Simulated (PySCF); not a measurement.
A structure optimised at PBE0-D3(BJ)/def2-SVP, used in a PySCF frequency run:

```
B
O 1 1.3474
C 2 1.4031 1 123.25
H 3 1.1012 2 109.47 1 120.84
H 3 1.1012 4 108.10 2 -119.18
H 3 1.1028 4 109.01 5 -118.36
H 1 1.2206 2 118.35 3 0.00
C 1 1.5647 7 121.89 2 180.00
H 8 1.0995 1 113.28 7 180.00
H 8 1.1036 9 108.90 1 122.74
H 8 1.1036 9 108.90 10 114.52
```

**Question.** Write its SMILES, formula and point group.

**Answer.** CBOC, C2H7BO, Cs

**Question.** What are its rotational constants (standard atomic weights)?

**Answer.** 36.252, 3.8431, 3.6324 GHz
